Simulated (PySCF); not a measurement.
A structure optimised at B3LYP-D3(BJ)/def2-TZVP, used in a PySCF frequency run:

```
Be
Br 1 1.9557
Br 1 1.9557 2 180.00
```

Question: Write its SMILES, formula and point group.

Answer: [Br][Be][Br], BeBr₂, D∞h

Question: What are its rotational constants (standard atomic weights)?

Answer: 0.82686 GHz (linear rotor, B only)
